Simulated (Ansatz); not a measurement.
dilithium (Li$_{2}$), singlet, geometry from GFN2-xTB (such geometries of metal compounds can be far from the true shape). Base run: B3LYP/cc-pVDZ in Ansatz (a first-principles code).

Geometry (Å):
```xyz
2

Li     0.0000     0.0000    -1.1496
Li     0.0000     0.0000     1.1496
```
Charge 0, spin multiplicity 1.
All else is at Ansatz's defaults.

Each row names what was changed in the base input (with any setting that the change needs).

```
change                                                                 basis functions     E (Eh)
---------------------------------------------------------------------  ---------------  ---------
base                                                                                28  -15.00949
basis = jorge-DZP-DKH; relativity = none                                            30  -15.00880
basis = cc-pVTZ-DK; relativity = none                                               60  -15.01134
basis = jorge-DZP-DKH; relativity = spin-free X2C                                   30  -15.01015
basis = jorge-DZP-DKH; relativity = spin-free X2C; nucleus = Gaussian               30  -15.01015
basis = cc-pVTZ-DK; relativity = spin-free X2C; nucleus = Gaussian                  60  -15.01273
basis = cc-pVDZ-DK; relativity = spin-free X2C                                      28  -15.01096
basis = cc-pVDZ-DK; relativity = none                                               28  -15.00957
basis = cc-pVTZ-DK; relativity = spin-free X2C                                      60  -15.01273
basis = cc-pVDZ-DK; relativity = spin-free X2C; nucleus = Gaussian                  28  -15.01096
```

Totals shift with the method and basis; they matter in differences.

Ansatz warned in this series: the basis is contracted for relativity, which the run leaves out.

Basis sets contracted for a relativistic Hamiltonian are a mismatch without it, so the rows without relativity aren't non-relativistic limits. No row has spin-orbit coupling; sets with core potentials leave out the core electrons.
